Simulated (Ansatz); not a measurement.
Cs3I4. Total charge 0; doublet. Geometry PBE0-D4/def2-SVP; atoms count from 1.

```xyz
7

Cs    0.8741   -0.6837   -2.8894
Cs   -0.2611    3.5331    0.6956
Cs   -1.2593   -1.7217    1.0831
I    -2.0132    1.1348   -1.3582
I     0.3868    0.9575    3.3334
I     2.2132    0.6593    0.6428
I     0.0595   -3.8793   -1.5073
```

In the def2 sets Cs, I take a core potential; there is no spin–orbit coupling. In the doublet, I5 and I6 lie 3.27 Å apart (atoms count from 1), so these atoms are partly bonded to each other. The structure comes from a short search, and lower isomers may exist.

Q: Estimate the Mulliken populations from the PBE0/def2-TZVP orbitals of Ansatz.

A: 
```tsv
atom	charge (e)	spin (α − β)
Cs1	0.76	0.01
Cs2	0.80	-0.01
Cs3	0.78	0.00
I4	-0.78	0.00
I5	-0.39	0.52
I6	-0.41	0.48
I7	-0.76	0.00
```
Mulliken values depend strongly on the basis.

Q: Where does the spin sit?

A: Summed by element: Cs 0.00, I 1.00, of 1 unpaired in all. Largest on single atoms: I5 0.52, I6 0.48, Cs1 0.01.

Q: And the Mayer bond orders between heavy atoms (over 0.3)?

A: I5–I6 0.52 (3.27 Å).
